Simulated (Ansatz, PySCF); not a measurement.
Pair of molecules: C2H4 (SMILES C=C) (first 6 atoms) with H4OSi (SMILES O[SiH3]); geometry from B3LYP-D3(BJ)/def2-TZVP, rigid monomers moved along the line of their centres of mass till H4···O7 is 2.43 Å.
(charge 0, multiplicity 1):
```tsv
atom	x (Å)	y (Å)	z (Å)
C	-0.3552	-0.4689	-0.0182
C	0.4663	0.5705	0.0029
H	-1.1645	-0.5394	-0.7351
H	-0.2469	-1.2837	0.6863
H	1.2720	0.6355	0.7235
H	0.3667	1.3942	-0.6938
O	0.6957	-0.9449	2.8992
Si	-0.3177	0.2481	3.4407
H	1.5675	-1.0133	3.2951
H	-0.4187	0.2170	4.9220
H	-1.6350	-0.0257	2.8387
H	0.1557	1.5948	3.0411
```

Monomers are frozen at their geometry in the pair; levels with a basis set take the counterpoise correction.

Cores are frozen in the correlated methods.

Run with Ansatz (a first-principles code) with Gaussian orbitals; PySCF for the dispersion terms. 

PBE/def2-TZVPPD gives 0.50 kcal/mol for the interaction energy.

Predict the shift from PBE, with its sign, for: PBE-D3(BJ)/def2-TZVPPD, r2SCAN/def2-TZVPPD, PBE0/def2-TZVPPD, wB97M-V/def2-TZVPPD, MP2/aug-cc-pV(D+d)Z, CCSD(T)/aug-cc-pV(D+d)Z.

PBE-D3(BJ)/def2-TZVPPD -1.85; r2SCAN/def2-TZVPPD -1.20; PBE0/def2-TZVPPD -0.16; wB97M-V/def2-TZVPPD -1.87; MP2/aug-cc-pV(D+d)Z -1.11; CCSD(T)/aug-cc-pV(D+d)Z -1.02 kcal/mol. 0 of 6 lie above PBE; the widest gap is to wB97M-V/def2-TZVPPD.
